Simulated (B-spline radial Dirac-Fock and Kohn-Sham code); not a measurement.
# Total and shell-resolved photoionisation of Se⁴⁺

System: selenium as Se⁴⁺, configuration [Ar] 3d10 4s2.

Method: the independent-particle Dirac-Slater model, thresholds from Dirac-Fock. Computed with an atomic code on a B-spline grid.

Computed thresholds (eV): K 12721.9, L1 1723.8, L2 1540.3, L3 1499.3, M1 296.9, M2 232.9, M3 227.0, M4 117.5, M5 116.6, N1 65.56.

| photon energy (eV) | total (b) | K (%) | L (%) | M (%) | N (%) |
| --- | --- | --- | --- | --- | --- |
| 100 | 171400 | – | – | – | 100.0 |
| 102 | 170800 | – | – | – | 100.0 |
| 150 | 7.069e+06 | – | – | 98.3 | 1.7 |
| 200 | 5.398e+06 | – | – | 98.4 | 1.6 |
| 217 | 4.807e+06 | – | – | 98.4 | 1.6 |
| 300 | 3.660e+06 | – | – | 98.8 | 1.2 |
| 532 | 1.247e+06 | – | – | 98.7 | 1.3 |
| 704 | 681700 | – | – | 98.4 | 1.6 |
| 847 | 448700 | – | – | 98.2 | 1.8 |
| 2580 | 217300 | – | 86.4 | 13.1 | 0.5 |
| 2984.4 | 149400 | – | 86.4 | 13.1 | 0.5 |
| 4790 | 42510 | – | 86.3 | 13.1 | 0.7 |
| 29700 | 2095 | 88.2 | 10.1 | 1.6 | 0.2 |
| 59318.2 | 284.2 | 88.7 | 9.6 | 1.5 | 0.2 |
| 150000 | 17.68 | 88.9 | 9.4 | 1.5 | 0.2 |

Question: With what power of the photon energy does the total fall between 59318.2 and 150000 eV?

Answer: As E^-2.99. The non-relativistic Born limit for an s electron far above threshold is E^-3.5; near threshold and at relativistic energies the fall is slower.
